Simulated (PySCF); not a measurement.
# Mayer bond orders and bond lengths

C8H13ClO.
SMILES with atom numbers: `[CH2:1]=[CH:2][C@@H:3]([CH2:4][CH:5]([CH3:6])[CH3:7])[C:8](=[O:9])[Cl:10]` (hydrogens: H11, H12 on C1; H13 on C2; H14 on C3; H15, H16 on C4; H17 on C5; H18, H19, H20 on C6; H21, H22, H23 on C7)

Structure used (GFN2-xTB), in Å, numbered top down from 1:
```
atom  x, y, z in Å
C1    -3.2782    0.4855   -0.9571
C2    -2.4435    0.0384   -0.0391
C3    -1.0305   -0.3932   -0.3294
C4    -0.0369    0.4483    0.4886
C5     1.4206   -0.0094    0.3558
C6     1.9162    0.0748   -1.0856
C7     2.3001    0.8468    1.2655
C8    -0.9064   -1.8559   -0.0225
O9    -0.7102   -2.7417   -0.7844
Cl10  -1.1339   -2.2281    1.6950
H11   -4.2759    0.8010   -0.7054
H12   -3.0015    0.5608   -1.9958
H13   -2.7416   -0.0330    0.9973
H14   -0.8296   -0.2791   -1.3986
H15   -0.3256    0.4067    1.5402
H16   -0.1240    1.4852    0.1565
H17    1.4904   -1.0515    0.6875
H18    1.3956   -0.6345   -1.7233
H19    1.7694    1.0781   -1.4803
H20    2.9778   -0.1566   -1.1285
H21    2.2649    1.8887    0.9542
H22    1.9649    0.7845    2.2982
H23    3.3332    0.5112    1.2215
```

Bond orders from the PBE0/pcSseg-1 density (PySCF). Geometry: GFN2-xTB, one conformer, isolated molecule.

Task: How far do the computed orders between heavy atoms stray from the drawn ones?

Result: The largest departure is 0.079, at C8–O9 (drawn double, 2.079).

Task: Set the Mayer orders of the bonds beside their lengths.

Result: 
```tsv
bond	drawn as	length (Å)	Mayer order
C1–C2	double	1.319	1.993
C2–C3	single	1.506	0.987
C3–C4	single	1.538	0.984
C4–C5	single	1.533	1.004
C5–C6	single	1.527	1.022
C5–C7	single	1.528	1.051
C3–C8	single	1.500	0.943
C8–O9	double	1.185	2.079
C8–Cl10	single	1.772	0.937
C1–H11	single	1.076	0.948
C1–H12	single	1.078	0.954
C2–H13	single	1.081	0.945
C3–H14	single	1.094	0.927
C4–H15	single	1.091	0.939
C4–H16	single	1.092	0.939
C5–H17	single	1.096	0.927
C6–H18	single	1.087	0.958
C6–H19	single	1.088	0.963
C6–H20	single	1.087	0.967
C7–H21	single	1.088	0.963
C7–H22	single	1.088	0.966
C7–H23	single	1.087	0.964
```

Bonds between the same two heavy elements. C–C: lowest C3–C8 (0.943, 1.500 Å), highest C1–C2 (1.993, 1.319 Å); in 7 of the 21 pairs the longer bond (by over 0.003 Å) has the higher order (by 0.02 or more).

Task: Sum the orders of all bonds at each heavy atom with more than one neighbour and set the sums beside the valence in the SMILES.

Result: C1 3.895 (drawn 4), C2 3.925 (drawn 4), C3 3.841 (drawn 4), C4 3.866 (drawn 4), C5 4.004 (drawn 4), C6 3.910 (drawn 4), C7 3.944 (drawn 4), C8 3.959 (drawn 4). Orders between atoms that aren't bonded are not in these sums.

The Mayer order sums products of elements of PS (density times overlap matrix) between the two atoms' basis functions, so it depends on the basis set.
